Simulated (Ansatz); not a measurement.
[VF6]2- (VF₆²⁻). Charge -2, multiplicity 2. Geometry relaxed at r2SCAN-D4/def2-SVPD.

```xyz
7

V     0.0000    0.0000    0.0000
F    -0.1862    0.4438   -1.8234
F     0.1862   -0.4439    1.8234
F    -1.0912   -1.4833   -0.2497
F     1.0912    1.4834    0.2497
F    -1.4624    1.0687    0.4095
F     1.4625   -1.0687   -0.4095
```

A multiply charged anion in the gas phase is held together partly by the finite basis. Removing one electron lowers the energy by 0.44 eV at PBE0-D4/def2-TZVPD, so it isn't bound. The relaxation made no stability test and no search for a lower SCF solution. No other spin state of charge -2 was run.

Task: Estimate the harmonic wavenumbers at UKS r2SCAN-D4/def2-SVPD (Ansatz, unscaled). Is this a minimum?

Result: 145, 158, 170, 233, 260, 273, 280, 282, 288, 293, 430, 542, 556, 557, 569 cm⁻¹. Yes, no mode is imaginary beyond noise. Zero-point energy 30.1 kJ/mol. Hardware: 4 threads of Arm Neoverse N1 on a shared host. Wall time 9.4 min.
